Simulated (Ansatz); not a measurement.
Born–Oppenheimer molecular dynamics of H8OSSiSn (12 atoms, charge 0, multiplicity 1). It starts at the highest image of a converged band. Of that band: A vibrational analysis at the climbing image gives one clearly imaginary mode, 955i cm⁻¹, and a faint second one (13i cm⁻¹) that may be numerical noise or a soft torsion: probably a first-order saddle point.

The calculation used Ansatz 0.2.0, RKS BHLYP-D4/def2-SVP.

| Quantity | Value |
| --- | --- |
| ensemble | NVE (velocity Verlet) |
| time step | 0.5 fs |
| steps asked | 200 |
| starting velocities drawn for | 300 K |
| seed | 7609 |

Frames 2.5 fs apart, positions in Å, forces in eV/Å.

Velocities at 40.0 fs (Å/ps):

```
Sn -1.00 0.22 1.78
S 7.33 1.52 -5.70
H 23.85 5.07 6.67
H -4.32 7.95 -2.84
H 19.60 2.67 16.36
H 34.49 -14.50 -5.13
O -10.81 -2.20 3.67
Si -1.65 -1.40 -3.80
H 19.20 9.80 -2.86
H 5.28 12.48 6.80
H -6.90 -11.97 -6.26
H 11.57 -12.05 6.41
```

```xyz
12
Properties=species:S:1:pos:R:3:forces:R:3 time_fs=40.0 energy_less_start_eV=-0.136 T=407
Sn -0.808 -1.055 -1.005 -1.00 -0.67 -1.39
S 2.030 -0.248 -1.830 1.57 0.91 2.13
H -0.030 -2.567 -1.021 0.12 0.05 0.02
H -2.456 -1.406 -0.648 0.00 0.17 0.28
H -0.859 -0.153 -2.488 -0.04 -0.29 0.35
H 2.502 0.134 -0.495 -0.85 -0.71 -2.40
O -0.077 0.110 0.345 0.21 0.62 1.26
Si -0.073 0.836 1.812 0.41 -0.09 0.46
H 1.595 0.994 -2.096 0.03 -0.08 0.05
H -1.468 1.260 2.211 0.54 -0.02 -0.11
H 0.473 -0.069 2.948 -0.40 0.53 -0.84
H 0.887 2.014 1.705 -0.57 -0.42 0.17
12
Properties=species:S:1:pos:R:3:forces:R:3 time_fs=42.5 energy_less_start_eV=-0.337 T=560
Sn -0.810 -1.055 -1.001 -0.85 -1.11 -1.06
S 2.050 -0.244 -1.842 1.23 0.62 1.11
H 0.031 -2.551 -1.004 -0.11 0.22 0.02
H -2.466 -1.382 -0.647 0.07 0.09 0.23
H -0.811 -0.153 -2.440 -0.11 -0.06 -0.10
H 2.563 0.079 -0.576 -0.60 -0.32 -1.41
O -0.104 0.106 0.356 0.25 0.54 0.82
Si -0.077 0.832 1.803 0.37 -0.03 0.82
H 1.645 1.015 -2.101 0.08 -0.18 0.13
H -1.440 1.291 2.225 0.30 0.03 -0.10
H 0.444 -0.083 2.909 -0.27 0.34 -0.53
H 0.900 1.973 1.725 -0.37 -0.14 0.07
12
Properties=species:S:1:pos:R:3:forces:R:3 time_fs=45.0 energy_less_start_eV=-0.307 T=537
Sn -0.814 -1.055 -0.998 -0.73 -1.34 -0.61
S 2.072 -0.238 -1.853 -0.36 -0.43 -2.50
H 0.086 -2.522 -0.985 -0.25 0.23 0.02
H -2.472 -1.353 -0.632 0.11 0.00 0.17
H -0.770 -0.157 -2.399 -0.14 0.19 -0.56
H 2.595 0.008 -0.727 0.98 0.59 2.22
O -0.129 0.103 0.371 0.25 0.31 0.10
Si -0.080 0.829 1.796 0.08 0.19 0.72
H 1.699 1.026 -2.098 0.05 -0.02 0.15
H -1.396 1.325 2.233 -0.21 0.17 0.00
H 0.400 -0.080 2.841 0.09 -0.31 0.32
H 0.892 1.925 1.750 0.13 0.41 -0.04
12
Properties=species:S:1:pos:R:3:forces:R:3 time_fs=47.5 energy_less_start_eV=-0.245 T=490
Sn -0.817 -1.056 -0.995 -0.67 -1.09 -0.52
S 2.093 -0.233 -1.868 -0.48 -0.65 -2.44
H 0.127 -2.481 -0.966 -0.26 0.05 0.01
H -2.472 -1.323 -0.608 0.09 -0.07 0.09
H -0.738 -0.151 -2.389 -0.18 0.18 -0.58
H 2.679 -0.033 -0.764 1.10 0.56 2.18
O -0.154 0.102 0.385 0.19 0.07 -0.64
Si -0.082 0.825 1.790 -0.12 0.63 0.85
H 1.756 1.037 -2.086 0.01 0.23 0.15
H -1.363 1.368 2.241 -0.47 0.23 0.06
H 0.361 -0.095 2.791 0.34 -0.77 0.94
H 0.891 1.900 1.773 0.43 0.63 -0.10
12
Properties=species:S:1:pos:R:3:forces:R:3 time_fs=50.0 energy_less_start_eV=-0.309 T=539
Sn -0.821 -1.057 -0.992 -0.64 -0.51 -0.86
S 2.114 -0.229 -1.887 1.36 0.02 1.07
H 0.153 -2.436 -0.946 -0.14 -0.22 -0.02
H -2.467 -1.298 -0.577 0.03 -0.13 0.02
H -0.716 -0.136 -2.411 -0.23 -0.10 -0.16
H 2.818 -0.043 -0.687 -0.80 -0.05 -1.31
O -0.178 0.101 0.398 0.16 -0.05 -1.14
Si -0.085 0.824 1.787 0.15 0.90 1.90
H 1.815 1.059 -2.066 0.03 0.16 0.16
H -1.355 1.423 2.251 -0.20 0.04 -0.04
H 0.340 -0.151 2.791 0.13 -0.24 0.50
H 0.913 1.909 1.790 0.17 0.19 -0.12
12
Properties=species:S:1:pos:R:3:forces:R:3 time_fs=52.5 energy_less_start_eV=-0.145 T=413
Sn -0.825 -1.059 -0.989 -0.62 -0.08 -1.25
S 2.137 -0.225 -1.904 1.85 0.54 1.97
H 0.170 -2.405 -0.927 -0.04 -0.41 -0.04
H -2.460 -1.281 -0.546 -0.04 -0.18 -0.04
H -0.708 -0.126 -2.442 -0.27 -0.36 0.26
H 2.917 -0.054 -0.675 -1.39 -0.23 -2.16
O -0.202 0.100 0.406 0.19 0.02 -1.22
Si -0.088 0.824 1.787 0.47 0.94 2.87
H 1.875 1.090 -2.035 0.06 -0.19 0.12
H -1.358 1.481 2.259 0.20 -0.24 -0.17
H 0.326 -0.220 2.820 -0.17 0.58 -0.23
H 0.944 1.929 1.801 -0.23 -0.38 -0.12
12
Properties=species:S:1:pos:R:3:forces:R:3 time_fs=55.0 energy_less_start_eV=-0.273 T=510
Sn -0.830 -1.061 -0.987 -0.57 -0.11 -1.37
S 2.164 -0.220 -1.918 1.03 0.60 0.78
H 0.184 -2.397 -0.910 -0.08 -0.37 -0.06
H -2.456 -1.274 -0.517 -0.08 -0.22 -0.10
H -0.716 -0.137 -2.460 -0.25 -0.42 0.40
H 2.938 -0.077 -0.783 -0.59 -0.16 -0.84
O -0.224 0.100 0.410 0.28 0.27 -0.90
Si -0.089 0.826 1.794 0.51 0.75 2.85
H 1.938 1.111 -1.998 0.00 -0.34 0.01
H -1.351 1.525 2.258 0.32 -0.35 -0.18
H 0.303 -0.257 2.837 -0.25 0.91 -0.49
H 0.964 1.928 1.804 -0.33 -0.57 -0.11
12
Properties=species:S:1:pos:R:3:forces:R:3 time_fs=57.5 energy_less_start_eV=-0.253 T=496
Sn -0.835 -1.062 -0.986 -0.50 -0.53 -1.11
S 2.192 -0.214 -1.931 -1.38 0.08 -2.47
H 0.193 -2.410 -0.897 -0.23 -0.15 -0.08
H -2.456 -1.281 -0.493 -0.06 -0.24 -0.14
H -0.739 -0.172 -2.455 -0.18 -0.26 0.19
H 2.934 -0.109 -0.928 1.86 0.07 2.54
O -0.246 0.100 0.410 0.41 0.59 -0.36
Si -0.090 0.829 1.806 0.28 0.37 1.86
H 2.001 1.113 -1.960 -0.13 -0.05 -0.11
H -1.326 1.549 2.246 0.06 -0.21 -0.05
H 0.267 -0.242 2.828 -0.11 0.63 -0.19
H 0.965 1.895 1.801 -0.04 -0.29 -0.07
12
Properties=species:S:1:pos:R:3:forces:R:3 time_fs=60.0 energy_less_start_eV=-0.374 T=588
Sn -0.840 -1.064 -0.985 -0.49 -1.06 -0.56
S 2.218 -0.208 -1.948 -0.64 -0.07 -1.34
H 0.188 -2.433 -0.888 -0.33 0.05 -0.09
H -2.460 -1.302 -0.479 -0.01 -0.24 -0.17
H -0.771 -0.222 -2.441 -0.08 0.06 -0.26
H 3.024 -0.139 -0.948 1.11 -0.11 1.41
O -0.266 0.102 0.409 0.52 0.87 0.20
Si -0.090 0.834 1.822 -0.14 0.13 0.27
H 2.056 1.112 -1.929 -0.19 0.26 -0.12
H -1.298 1.561 2.232 -0.35 0.08 0.13
H 0.225 -0.193 2.810 0.16 -0.19 0.57
H 0.966 1.846 1.793 0.45 0.21 -0.04
12
Properties=species:S:1:pos:R:3:forces:R:3 time_fs=62.5 energy_less_start_eV=-0.334 T=559
Sn -0.845 -1.067 -0.985 -0.56 -1.34 -0.15
S 2.243 -0.202 -1.966 1.58 0.12 1.42
H 0.164 -2.454 -0.885 -0.29 0.12 -0.08
H -2.465 -1.337 -0.474 0.04 -0.20 -0.18
H -0.810 -0.269 -2.441 -0.01 0.28 -0.55
H 3.173 -0.174 -0.890 -1.25 -0.17 -1.40
O -0.284 0.108 0.409 0.57 1.02 0.66
Si -0.090 0.838 1.839 -0.39 0.17 -0.85
H 2.102 1.125 -1.904 -0.13 0.12 -0.07
H -1.290 1.578 2.225 -0.43 0.22 0.19
H 0.191 -0.153 2.825 0.30 -0.73 1.01
H 0.991 1.808 1.784 0.56 0.38 0.00
12
Properties=species:S:1:pos:R:3:forces:R:3 time_fs=65.0 energy_less_start_eV=-0.334 T=559
Sn -0.851 -1.070 -0.984 -0.69 -1.14 -0.22
S 2.271 -0.196 -1.983 1.93 0.33 1.85
H 0.124 -2.467 -0.887 -0.10 0.05 -0.06
H -2.467 -1.383 -0.481 0.06 -0.11 -0.16
H -0.848 -0.300 -2.471 0.04 0.23 -0.32
H 3.257 -0.219 -0.903 -1.74 -0.03 -1.84
O -0.300 0.117 0.411 0.57 1.01 0.92
Si -0.091 0.844 1.855 -0.18 0.03 -0.66
H 2.139 1.144 -1.883 -0.05 -0.25 -0.04
H -1.305 1.605 2.228 -0.03 0.07 0.10
H 0.174 -0.152 2.894 0.12 -0.21 0.36
H 1.047 1.789 1.774 0.06 0.03 0.08
12
Properties=species:S:1:pos:R:3:forces:R:3 time_fs=67.5 energy_less_start_eV=-0.494 T=681
Sn -0.857 -1.074 -0.984 -0.79 -0.67 -0.54
S 2.302 -0.189 -1.997 0.52 0.31 0.36
H 0.079 -2.479 -0.892 0.15 -0.09 -0.03
H -2.467 -1.436 -0.497 0.03 -0.02 -0.11
H -0.884 -0.319 -2.520 0.10 0.03 0.22
H 3.244 -0.266 -1.018 -0.43 0.01 -0.37
O -0.314 0.130 0.417 0.50 0.81 0.91
Si -0.093 0.849 1.869 0.11 -0.13 -0.03
H 2.173 1.149 -1.865 -0.01 -0.29 -0.01
H -1.321 1.637 2.237 0.40 -0.14 -0.02
H 0.165 -0.163 2.984 -0.09 0.47 -0.54
H 1.106 1.773 1.769 -0.48 -0.30 0.16
```

Of the whole run (100 fs, mean temperature of the second half 551 K): The conserved energy stayed within 0.18 meV per atom of its start (net change 0.092 meV per atom), so the integration is sound. The system heated up, since it started high on the potential surface and ran downhill. A run of 0.1 ps of so small a system gives no equilibrium averages. The orbitals stay closed-shell, which can raise the energy where a bond breaks towards radicals; this wasn't checked here.

Time of the run: 13 min on 2 threads of Arm Neoverse V1 (shared host), peak memory 0.3 GiB.
